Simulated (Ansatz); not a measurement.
BBrFH, SMILES `FBBr`, 4 atoms. Total charge 0; spin multiplicity 1. Correlated methods include outer-core shells of Br, which these sets cover unevenly. Scalar relativity is left out up to krypton. Hardware: A = 2 threads of a server CPU on a shared host; B = 2 threads of an AMD EPYC 7R13 on a shared host and a share of an NVIDIA H100 80 GB. Correlated methods freeze the cores. Open-shell runs search over several starts.

Task: How many basis functions does each run have, and how long does it take in Ansatz? UKS ωB97M-V/def2-TZVPP energy of the cation [A]; RKS PBE0-D4/def2-TZVP frequencies [A]; RHF-CCSD(T)/def2-SVP energy [A]; RKS B97M-V/def2-TZVPP energy [A]; RHF-CCSD(T)/def2-TZVPP energy [A]; RKS B3LYP-D4/def2-TZVPP energy and forces [A]; UKS PBE-D4/def2-TZVPP energy of the cation [A]; RKS BHLYP-D4/def2-TZVPP energy [A]; UHF-CCSD(T)/def2-QZVPP energy of the cation [B]; RKS ωB97M-V/def2-QZVPP energy [A]; UKS ωB97X-V/def2-TZVPP energy of the cation [A]; UKS PBE0-D4/def2-TZVPP energy of the cation [A]. (Best estimate.)

Result: Computed: Other jobs shared the machine, so times are rough.

| level | job | functions | wall time | peak host memory (GiB) |
| --- | --- | --- | --- | --- |
| RHF-CCSD(T)/def2-SVP | energy [A] | 65 | 3.1 s | 0.22 |
| RKS BHLYP-D4/def2-TZVPP | energy [A] | 124 | 3.5 s | 0.24 |
| RKS B3LYP-D4/def2-TZVPP | energy and forces [A] | 124 | 4 s | 0.23 |
| RKS B97M-V/def2-TZVPP | energy [A] | 124 | 9 s | 0.22 |
| UKS PBE-D4/def2-TZVPP | energy of the cation [A] | 124 | 9.5 s | 0.23 |
| UKS PBE0-D4/def2-TZVPP | energy of the cation [A] | 124 | 11 s | 0.31 |
| RKS ωB97M-V/def2-QZVPP | energy [A] | 233 | 12 s | 0.64 |
| UHF-CCSD(T)/def2-QZVPP | energy of the cation [B] | 233 | 12 s | 0.85 |
| RHF-CCSD(T)/def2-TZVPP | energy [A] | 124 | 23 s | 0.64 |
| UKS ωB97X-V/def2-TZVPP | energy of the cation [A] | 124 | 27 s | 0.54 |
| UKS ωB97M-V/def2-TZVPP | energy of the cation [A] | 124 | 31 s | 0.57 |
| RKS PBE0-D4/def2-TZVP | frequencies [A] | 116 | 65 s | 0.23 |

B3LYP here is the variant with VWN-RPA as its local correlation; programs differ in this.
